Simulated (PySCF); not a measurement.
Molecule: C4H10N, net charge 0, doublet state. It need not be the lowest isomer of its formula. 
Geometry from a B3LYP-D3(BJ)/def2-TZVP (Ansatz) optimisation:
```xyz
15

C      2.3639    -0.5061     0.0938
C      1.0524     0.0975     0.4220
N      0.1054    -0.0392    -0.6785
C     -1.1919     0.5890    -0.4457
C     -2.0697    -0.2216     0.5000
H      2.4097    -1.3584    -0.5702
H      3.2547    -0.2117     0.6300
H      1.1888     1.1496     0.7349
H      0.6228    -0.4080     1.3007
H      0.5250     0.3447    -1.5163
H     -1.0880     1.6158    -0.0546
H     -1.6914     0.6695    -1.4136
H     -1.6374    -0.2847     1.4999
H     -2.1968    -1.2368     0.1214
H     -3.0535     0.2417     0.5975
```
Charge 0, spin multiplicity 2.

Dispersion corrections to the total energy (kcal/mol) from the dftd3 and dftd4 libraries through PySCF: D3(BJ) without and D4 with the three-body term, each with the damping fitted for the functional named.

| functional | D3(BJ) | D4 |
|---|---|---|
| B2PLYP | -4.77 | -4.17 |
| PBE | -6.57 | -5.96 |
| r2SCAN | -1.87 | (withheld) |
| BLYP | -13.30 | (withheld) |
| LC-wPBE | -5.77 | -6.52 |
| PBE0 | (withheld) | -4.99 |
| TPSS | -8.05 | -8.06 |

Question: Some entries are withheld; supply them.

Answer: 
- r2SCAN, D4: -1.58
- BLYP, D4: -13.36
- PBE0, D3(BJ): -5.51
